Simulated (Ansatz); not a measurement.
AgH, closed-shell singlet (the spin of the measured ground state), most abundant isotopes (106.9051 and 1.0078 u). Constants from fifth-degree fits in 1/R to seven points on the lowest solution found; no spin–orbit coupling, no relativity up to Kr; ω_e x_e and α_e move by some per cent with the fit.

Correlated levels freeze the inner cores; with def2 sets outer-core shells near the valence are correlated too. CBS: X⁻³ extrapolation of the correlation energy, Hartree–Fock from the larger set.

Run with Ansatz (Gaussian basis) for Hartree–Fock, density functionals and correlated methods.  In def2 rows elements past Kr take small-core potentials, without spin–orbit coupling.

At CCSD(T)/CBS(def2-TZVPP, def2-QZVPP): B₀ = 6.4411 cm⁻¹, fundamental 1693 cm⁻¹.

Q: Taking the state as ¹Σ, work out the ideal-gas entropy and heat capacity at 298.15 K and 1 bar (rigid rotor, harmonic oscillator at the fundamental, no nuclear spin).

A: 
Translation: S = R(1.5 ln M + 2.5 ln T − 1.1517) with M = 107.913 u gives 167.24 J/(mol K). Rotation: q = kT/(σhcB₀) = 32.2 with σ = 1 and hc/k = 1.43878 cm K, S = R(ln q + 1) = 37.17. Vibration: u = hcν/kT = 8.172, S = R(u/(eᵘ − 1) − ln(1 − e⁻ᵘ)) = 0.02. Sum S° = 204.4 J/(mol K). C_p = 7R/2 + R u² eᵘ/(eᵘ − 1)² = 29.26 J/(mol K).

Ansatz is an electronic-structure program.
